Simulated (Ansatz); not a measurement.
`C#C[SiH](Cl)Cl` + `[CH3][GeH2][SH]` → `C#C[Si](C)(Cl)Cl` + `[SH][GeH3]` at 298.15 K and 1 bar (redistribution).

Isolated molecules relaxed with PBE0-D4/def2-TZVP in Ansatz; ΔE leaves out vibrations. CCSD(T)/CBS adds triple-zeta CCSD(T) − MP2 to the extrapolated MP2 energy (def2 sets, frozen cores). For Ge outer-core shells are correlated without core-valence functions, which leaves a few kJ/mol of doubt a bond. Scalar relativity is left out up to krypton. Each species was taken in one conformer, which may not be the lowest.

```csv
species,CCSD(T)/CBS energy (Eh),H − E (kJ/mol),S (J/(mol·K))
`C#C[SiH](Cl)Cl`,-1285.99086,102.6,342.6
`[CH3][GeH2][SH]`,-2515.57584,180.5,327.9
`C#C[Si](C)(Cl)Cl`,-1325.27391,182.2,378.2
`[SH][GeH3]`,-2476.30083,99.2,286.9
```

H − E and S are ideal-gas, rigid-rotor, harmonic terms from PBE0-D4/def2-TZVP, for one conformer and one mirror image of each species. 1 Eh = 2625.50 kJ/mol, R = 8.31446 J/(mol·K).

Question: By hand: ΔE, ΔH, ΔS and ΔG.

Answer: ΔE = (-1325.27391) + (-2476.30083) − (-1285.99086) − (-2515.57584) = -0.00804 Eh = -21.1 kJ/mol. Δ(H − E) = 182.2 + 99.2 − 102.6 − 180.5 = -1.7, so ΔH = -22.8 kJ/mol. ΔS = 378.2 + 286.9 − 342.6 − 327.9 = -5.4 J/(mol·K). ΔG = -22.8 − 298.15 × (-5.4)/1000 = -21.2 kJ/mol.

Question: By hand: the equilibrium constant, and the temperature at which ΔG would vanish if ΔH and ΔS stayed fixed.

Answer: log₁₀ K = −ΔG/(RT ln 10) = 3.7. ΔG = 0 at ΔH/ΔS = 4222 K, far beyond where these terms or the molecules hold.

The number of gas molecules stays the same, so ΔS is small and ΔH decides. A doubt of 5 kJ/mol in ΔE shifts log₁₀ K by 0.9 here. Other conformers and mirror images would add mixing entropy, several J/(mol·K) or more a flexible species. These are equilibria of isolated gas molecules and say nothing of rates. Largest T1 diagnostic: 0.011 (customary marks: 0.02 for closed shells, 0.045 for open ones).
